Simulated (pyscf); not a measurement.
Structures and frequencies: ωB97X-D3(BJ)/def2-SVP in PySCF. Correlated levels are frozen-core, on RHF or UHF. ΔMP2 is the change of the MP2 total energy from the triple- to the quadruple-zeta basis.

### Question
Estimate by transition-state theory (the high-pressure limit) the rate constant of H₃Si–Si:–SiH₃ (SMILES [SiH3][Si][SiH3]) [singlet] → H₂Si=SiH–SiH₃ (SMILES [SiH2]=[SiH][SiH3]) (singlet surface; H–Si broken, H–Si formed) at 900 K, with CCSD(T)/def2-TZVPP + ΔMP2(QZVPP) energies (ideal gas, 1 atm, RRHO with modes under 100 cm⁻¹ raised to 100, one conformer, R ln 2 for rigid chiral ones; no tunnelling).

### Answer
The electronic barrier is 6.2 kcal/mol and the thermal terms add +0.8, so ΔG‡ = 7.0 kcal/mol. With k_BT/h = 1.88e+13 s⁻¹ and RT = 1.788 kcal/mol, k = 3.8e+11 s⁻¹, a half-life of 1.8e-12 s through this channel alone. Wigner's tunnelling factor for 515i cm⁻¹ would be 1.03. A shift of 1 kcal/mol in the barrier changes k by a factor 1.7. H₃Si–Si:–SiH₃ [singlet] lies 16.0 kcal/mol over its isomer cyclic H₆Si₃ (SMILES [SiH2]1[SiH2][SiH2]1), and others may lie lower still (electronic energy, ωB97M-D3(BJ)). H₂Si=SiH–SiH₃ lies 10.9 kcal/mol over its isomer cyclic H₆Si₃ (SMILES [SiH2]1[SiH2][SiH2]1), and others may lie lower still (electronic energy, ωB97M-D3(BJ)). One saddle was located; it need not be the lowest between these sides. The CCSD(T) − MP2 part came from Ansatz, without density fitting, on the same reference.
